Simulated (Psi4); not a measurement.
Interaction energy of CHN ··· H3O+ (SMILES C#N and [OH3+]) (charge +1), singlet. Monomers: optimised at B3LYP-D3(BJ) (def2-TZVP), held rigid. Orientation: lowest of the rigid-body minima from ten starts at GFN2-xTB. The monomers approach along the line of their centres of mass (distance R); nothing else relaxes.

Method: SAPT0/jun-cc-pVDZ, frozen core (Psi4).

Components in kcal/mol:

| R / Å | electrostatics | exchange | induction | dispersion | total |
|---|---|---|---|---|---|
| 2.88 | -41.62 | 58.04 | -38.37 | -6.77 | -28.73 |
| 3.05 | -34.42 | 31.92 | -25.35 | -4.37 | -32.22 |
| 3.23 | -28.41 | 16.70 | -16.83 | -2.79 | -31.33 |
| 3.48 | -22.52 | 6.67 | -10.04 | -1.55 | -27.45 |
| 3.78 | -17.94 | 2.17 | -5.85 | -0.81 | -22.43 |
| 4.04 | -15.16 | 0.81 | -3.89 | -0.48 | -18.73 |
| 4.55 | -11.42 | 0.11 | -1.96 | -0.19 | -13.47 |
| 5.24 | -8.33 | 0.01 | -0.95 | -0.07 | -9.33 |
| 6.22 | -5.78 | 0.00 | -0.43 | -0.02 | -6.23 |
| 7.58 | -3.84 | 0.00 | -0.18 | -0.01 | -4.03 |
